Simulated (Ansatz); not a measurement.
`NB(Cl)OC=S`, 9 atoms. Charge 0, multiplicity 1. All runs use 4 threads of an Intel Xeon 6975P-C on a shared host. Correlated methods freeze the cores.

Question: How many basis functions does each run have, and how long does it take in Ansatz? RKS ωB97M-V/def2-SVP energy; RHF-CCSD(T)/def2-TZVPP energy; RKS HSE06 (plane-wave form)-D4/def2-TZVPP energy; RKS BHLYP-D4/def2-TZVPP energy; RHF-CCSD(T)/def2-SVP energy; RHF-MP2/def2-QZVPP energy; RKS B2PLYP (frozen core)/def2-TZVPP energy; RKS PBE0-D4/def2-SVP energy; RKS ωB97X-V/def2-TZVPP energy; RKS PBE0-D4/def2-TZVP frequencies; RKS PBE0-D4/def2-TZVP relaxation (9 steps); RKS ωB97M-V/def2-QZVPP energy. (Best estimate.)

Answer: Computed: Other jobs shared the machine, so times are rough.

| level | job | functions | wall time | peak host memory (GiB) |
| --- | --- | --- | --- | --- |
| RKS PBE0-D4/def2-SVP | energy | 107 | 0.65 s | 0.47 |
| RKS BHLYP-D4/def2-TZVPP | energy | 250 | 1.9 s | 0.73 |
| RKS HSE06 (plane-wave form)-D4/def2-TZVPP | energy | 250 | 2 s | 0.74 |
| RKS ωB97M-V/def2-SVP | energy | 107 | 2 s | 0.47 |
| RHF-CCSD(T)/def2-SVP | energy | 107 | 3.1 s | 0.5 |
| RKS B2PLYP (frozen core)/def2-TZVPP | energy | 250 | 3.8 s | 0.68 |
| RKS ωB97X-V/def2-TZVPP | energy | 250 | 3.9 s | 0.82 |
| RKS ωB97M-V/def2-QZVPP | energy | 458 | 10 s | 2.1 |
| RHF-MP2/def2-QZVPP | energy | 458 | 14 s | 2.6 |
| RKS PBE0-D4/def2-TZVP | relaxation (9 steps) | 216 | 22 s | 0.65 |
| RHF-CCSD(T)/def2-TZVPP | energy | 250 | 47 s | 5.7 |
| RKS PBE0-D4/def2-TZVP | frequencies | 216 | 83 s | 0.65 |
